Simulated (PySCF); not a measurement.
A PySCF script (with the pyscf-properties extension) for the NMR shieldings of `C/N=C\[C@@H](C(=C)F)[BH2-][NH3+]`, C5H12BFN2, on a GFN2-xTB geometry:

```python
import basis_set_exchange as bse
import numpy as np
from pyscf import gto, dft
from pyscf.prop import nmr

atoms = """
C    -1.554700   -2.275825    1.229865
C    -0.887784   -1.919023    0.147212
F    -0.811742   -2.812976   -0.879271
C    -0.190925   -0.643595   -0.166355
B    -1.333176    0.531385   -0.513603
N    -0.479733    1.906415   -0.760355
C     0.629145   -0.134302    0.958729
N     1.721214    0.505372    0.957685
C     2.517276    0.744129   -0.213972
H    -2.018693   -3.242366    1.302255
H    -1.662418   -1.608176    2.061342
H     0.423514   -0.822636   -1.052183
H    -1.908363    0.290883   -1.521757
H    -2.041458    0.740042    0.415356
H     0.153711    2.018498    0.030648
H     0.063224    1.834500   -1.615600
H    -1.111385    2.697885   -0.819474
H     0.187841   -0.249104    1.944136
H     2.097262    0.392666   -1.164360
H     3.476934    0.247207   -0.058840
H     2.721334    1.815964   -0.281930
"""
names = dict.fromkeys(["C", "F", "B", "N", "H"], "pcSseg-1")
basis = {el: gto.basis.parse(bse.get_basis(n, elements=[el], fmt="nwchem")) for el, n in names.items()}
mol = gto.M(atom=atoms, basis=basis, charge=0, verbose=0)
mf = dft.RKS(mol, xc="PBE0")
mf.grids.level = 2
mf.grids.alignment = dft.numint.BLKSIZE   # the property module wants whole blocks of grid points
mf.conv_tol = 1e-9
mf.kernel()

calc = nmr.RKS(mf)   # GIAO
C = mf.mo_coeff
Co = C[:, mf.mo_occ > 0]
resp = mf.gen_response(singlet=True, hermi=2)
def vind(x):   # induced exchange potential for any number of trial vectors
    d = np.einsum("pi,xij,qj->xpq", C, 2 * x.reshape(-1, C.shape[1], Co.shape[1]), Co, optimize=True)
    return np.einsum("xpq,pi,qj->xij", resp(d - d.transpose(0, 2, 1)), C, Co, optimize=True).ravel()
mo1, _ = nmr.rhf.solve_mo1(calc, with_cphf=vind)
sigma = calc.kernel(mo1)
for i, s in enumerate(sigma):   # ppm
    print("%2d %-2s %9.2f" % (i, mol.atom_pure_symbol(i), np.trace(s) / 3))
```

Question: What does it print?

Answer: 
```
 0 C      96.80
 1 C       7.02
 2 F     249.18
 3 C     145.05
 4 B     120.14
 5 N     225.56
 6 C       8.16
 7 N     -73.76
 8 C     146.21
 9 H      26.87
10 H      27.39
11 H      28.63
12 H      29.35
13 H      30.09
14 H      28.32
15 H      29.19
16 H      29.06
17 H      23.72
18 H      28.41
19 H      28.00
20 H      28.45
```

These numbers come from an equivalent density-fitted implementation of the same equations, which agrees with the script to about 0.01 ppm for H and up to a few tenths of a ppm for heavy atoms, so last digits may differ.

Size and cost of the density-fitted run: 213 basis functions, 80 s wall time on 1 thread of an Arm Neoverse N1, shared host; peak memory 1 GiB.
